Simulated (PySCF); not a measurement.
All of these have the formula C9H14O. Method: TDDFT CAM-B3LYP/def2-SVPD, vertical, gas phase, core orbitals frozen in the response (PySCF). Geometries: PBE0-D3(BJ)/def2-SVP; one conformer of each isolated species. Triplets are in the Tamm–Dancoff approximation.

A. `CCO/C=C\[C@@H]1CC12CC2`
B. `C1[C@@H]2C(=O)CC[C@H]1C2(C)C`
C. `C[C@@]12C=C[C@@](CO)(CC1)C2`
D. `CC1=CC(=O)CC(C)(C)C1`

Lowest singlet levels (six at most, fewer where fewer were computed) with oscillator strengths:

1. 4.44 eV (f 0.000); 7.02 eV (f 0.023); 7.33 eV (f 0.022); 7.53 eV (f 0.001); 7.70 eV (f 0.072); 7.73 eV (f 0.024); T1 3.91 eV
2. 5.89 eV (f 0.023); 6.20 eV (f 0.028); 6.45 eV (f 0.522); 6.90 eV (f 0.006); 6.98 eV (f 0.008); 7.29 eV (f 0.017); T1 4.16 eV
3. 6.58 eV (f 0.162); 6.78 eV (f 0.033); 7.07 eV (f 0.016); 7.28 eV (f 0.018); 7.38 eV (f 0.006); 7.69 eV (f 0.005); T1 4.05 eV
4. 3.92 eV (f 0.000); 5.80 eV (f 0.365); 6.84 eV (f 0.003); 7.03 eV (f 0.018); 7.09 eV (f 0.003); 7.29 eV (f 0.002); T1 3.43 eV

Question: Which spectrum belongs to which structure?

Answer: 1 = B, 2 = A, 3 = C, 4 = D.
- A: S1 at 5.89 eV, HOMO→LUMO (47%), HOMO→LUMO+1 (35%), HOMO→LUMO+5 (10%); Löwdin shares by element: HOMO carbon 57% or more, oxygen 19% (atoms not listed hold the other 24%); LUMO carbon 27% or more, hydrogen 15% or more (atoms not listed hold the other 59%); HOMO -7.30 and LUMO 1.31 eV.
- B: S1 at 4.44 eV, HOMO→LUMO (93%); S1 has the pattern of n→π* at C=O; HOMO -8.40 and LUMO 0.87 eV.
- C: S1 at 6.58 eV, HOMO→LUMO (63%), HOMO→LUMO+1 (32%); Löwdin shares by element: HOMO carbon 73% or more (atoms not listed hold the other 27%); LUMO carbon 37% or more, hydrogen 8% or more, oxygen 7% (atoms not listed hold the other 47%); HOMO -8.34 and LUMO 1.19 eV.
- D: S1 at 3.92 eV, HOMO→LUMO (92%); Löwdin shares by element: HOMO oxygen 60%, carbon 31% or more; LUMO carbon 57% or more, oxygen 20% (atoms not listed hold the other 22%); HOMO -8.44 and LUMO -0.22 eV.
